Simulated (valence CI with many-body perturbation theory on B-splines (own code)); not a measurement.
**Mo III: calculation against measured levels**

Level of theory: configuration interaction combined with many-body perturbation theory (CI+MBPT): four valence electrons over a frozen Dirac-Fock core [Kr], radial functions for each j: 7 s, 7 p, 8 d, 6 f, 4 g, 1 h, with the one-electron correlation potential Σ1 (screened to all orders), the two-electron term Σ2, the three-electron term Σ3, Breit, model QED; selected single and double excitations, second order for the rest, scaled by the run's own slope (own B-spline code, finite nucleus).

Set against measurement, 67 paired levels are off by 561 cm⁻¹ on average, the worst by 1275. These come from a selection out of Sugar and Musgrove, J. Phys. Chem. Ref. Data 17, 155 (1988). Levels without a partner in it may be off by more, other configurations by 1,000 to 8,000 cm⁻¹. Among the levels kept, up to 470 cm⁻¹ of a level comes from second order outside the variational space, and about a tenth of that is noise between levels of different J, which matters for small intervals.

Measured levels: Sugar and Musgrove, J. Phys. Chem. Ref. Data 17, 155 (1988). Pairs share parity and J, and are chosen by configuration, term and nearness in energy; levels without a clear partner are left out. Energies in cm⁻¹ above the measured ground level.

Names give the largest LS component (configuration and term), which can be under half, so a name can repeat, a term be missing and a line seem to break the LS rules; names also repeat where a configuration has a term twice. Letters in brackets count levels of one name in rising energy.

| Computed label | Label in the source | Measured | Computed | Difference |
| --- | --- | --- | --- | --- |
| 4d⁴ ⁵D_0 | 4d4 5D | 0 | 0.0 | 0 |
| 4d⁴ ⁵D_1 | 4d4 5D | 242.0 | 235.5 | -7 |
| 4d⁴ ⁵D_2 | 4d4 5D | 668.2 | 654.2 | -14 |
| 4d⁴ ⁵D_3 | 4d4 5D | 1224.0 | 1204.3 | -20 |
| 4d⁴ ⁵D_4 | 4d4 5D | 1872.3 | 1850.4 | -22 |
| 4d⁴ ³P_0 [a] | 4d4 3P2 | 11149.2 | 11827.4 | +678 |
| 4d⁴ ³P_1 [a] | 4d4 3P2 | 12510.3 | 13033.9 | +524 |
| 4d⁴ ³H_4 | 4d4 3H | 12679.6 | 12538.0 | -142 |
| 4d⁴ ³H_5 | 4d4 3H | 13275.5 | 13092.8 | -183 |
| 4d⁴ ³H_6 | 4d4 3H | 13811.2 | 13603.6 | -208 |
| 4d⁴ ³F_2 [a] | 4d4 3F2 | 13928.7 | 14241.3 | +313 |
| 4d⁴ ³F_3 [a] | 4d4 3F2 | 13948.2 | 14243.5 | +295 |
| 4d⁴ ³F_4 [a] | 4d4 3F2 | 14296.1 | 14558.3 | +262 |
| 4d⁴ ³P_2 [a] | 4d4 3P2 | 14357.6 | 14867.4 | +510 |
| 4d⁴ ³G_3 | 4d4 3G | 15871.2 | 16102.9 | +232 |
| 4d⁴ ³G_4 | 4d4 3G | 16282.8 | 16512.3 | +230 |
| 4d⁴ ³G_5 | 4d4 3G | 16714.4 | 16901.9 | +187 |
| 4d⁴ ³D_3 | 4d4 3D | 19487.8 | 20293.1 | +805 |
| 4d⁴ ³D_2 | 4d4 3D | 19576.7 | 20366.9 | +790 |
| 4d⁴ ¹I_6 | 4d4 1I | 20290.2 | 19669.0 | -621 |
| 4d⁴ ¹G_4 [a] | 4d4 1G2 | 20611.9 | 21002.7 | +391 |
| 4d⁴ ¹D_2 [a] | 4d4 1D2 | 22806.2 | 23888.5 | +1082 |
| 4d⁴ ¹S_0 [a] | 4d4 1S2 | 22990.1 | 24084.7 | +1095 |
| 4d³5s ⁵F_1 | 4d3(4F) 5s 5F | 32418.7 | 31880.8 | -538 |
| 4d³5s ⁵F_2 | 4d3(4F) 5s 5F | 32843.3 | 32288.1 | -555 |
| 4d³5s ⁵F_3 | 4d3(4F) 5s 5F | 33452.2 | 32886.7 | -566 |
| 4d³5s ⁵F_4 | 4d3(4F) 5s 5F | 34225.4 | 33679.7 | -546 |
| 4d³5s ⁵F_5 | 4d3(4F) 5s 5F | 35129.4 | 34571.8 | -558 |
| 4d⁴ ¹G_4 [b] | 4d4 1G1 | 36164.0 | 36844.7 | +681 |
| 4d³5s ⁵P_1 | 4d3(4P) 5s 5P | 42404.7 | 42539.8 | +135 |
| 4d³5s ⁵P_2 | 4d3(4P) 5s 5P | 42521.8 | 42782.7 | +261 |
| 4d³5s ³F_2 [a] | 4d3(4F) 5s 3F | 42665.8 | 42263.6 | -402 |
| 4d³5s ⁵P_3 | 4d3(4P) 5s 5P | 43461.6 | 43613.7 | +152 |
| 4d³5s ³F_3 [a] | 4d3(4F) 5s 3F | 43561.8 | 43224.7 | -337 |
| 4d³5s ³F_4 [a] | 4d3(4F) 5s 3F | 44655.3 | 44330.0 | -325 |
| 4d³5s ³G_3 | 4d3(2G) 5s 3G | 46299.6 | 46081.0 | -219 |
| 4d³5s ³G_4 | 4d3(2G) 5s 3G | 46601.6 | 46366.1 | -236 |
| 4d³5s ³G_5 | 4d3(2G) 5s 3G | 46962.1 | 46716.1 | -246 |
| 4d³5s ³P_2 [a] | 4d3(2P) 5s 3P | 49088.7 | 49224.3 | +136 |
| 4d³5s ³H_4 | 4d3(2H) 5s 3H | 49541.7 | 49113.8 | -428 |
| 4d³5s ³H_5 | 4d3(2H) 5s 3H | 50318.8 | 49840.2 | -479 |
| 4d³5s ³D_1 [a] | 4d3 5s | 50362.5 | 50766.8 | +404 |
| 4d³5s ³H_6 | 4d3(2H) 5s 3H | 50481.6 | 49980.7 | -501 |
| 4d³5s ³D_3 [a] | 4d3(2D2) 5s 3D | 51425.9 | 51852.0 | +426 |
| 4d³5s ³D_2 [a] | 4d3(2D2) 5s 3D | 51482.9 | 51876.0 | +393 |
| 4d³5s ¹G_4 | 4d3(2G) 5s 1G | 52698.0 | 52618.0 | -80 |
| 4d³5s ³P_1 [b] | 4d3(4P) 5s 3P | 52811.0 | 53312.9 | +502 |
| 4d³5s ³P_0 [b] | 4d3(4P) 5s 3P | 53407.5 | 53919.3 | +512 |
| 4d³5s ³P_2 [b] | 4d3(4P) 5s 3P | 54191.2 | 54710.4 | +519 |
| 4d³5s ¹H_5 | 4d3(2H) 5s 1H | 54853.3 | 54373.8 | -480 |
| 4d³5s ¹P_1 | 4d3(2P) 5s 1P | 55366.5 | 55804.1 | +438 |
| 4d³5s ¹D_2 [a] | 4d3(2D2) 5s 1D | 56741.9 | 57425.0 | +683 |
| 4d³5s ³F_4 [b] | 4d3(2F) 5s 3F | 58730.3 | 59220.9 | +491 |
| 4d³5s ³F_3 [b] | 4d3(2F) 5s 3F | 58893.8 | 59383.2 | +489 |
| 4d³5p ⁵G°_2 | 4d3(4F) 5p 5G° | 73853.2 | 72750.9 | -1102 |
| 4d³5p ⁵G°_3 | 4d3(4F) 5p 5G° | 74724.8 | 73602.9 | -1122 |
| 4d³5p ⁵G°_4 | 4d3(4F) 5p 5G° | 75816.5 | 74675.6 | -1141 |
| 4d³5p ³D°_1 [a] | 4d3(4F) 5p 3D° | 75972.4 | 74845.4 | -1127 |
| 4d³5p ³D°_2 [a] | 4d3(4F) 5p 3D° | 76836.8 | 75705.9 | -1131 |
| 4d³5p ⁵G°_5 | 4d3(4F) 5p 5G° | 77113.3 | 75953.8 | -1160 |

The table shows the lowest 60 pairs. Over 67 excited levels the mean absolute difference is 561 cm⁻¹, the median 491 and the largest 1275. The comparison draws on a selection of the measured levels: 68 of the 205 computed ones have a partner in it, and others may be off by more.
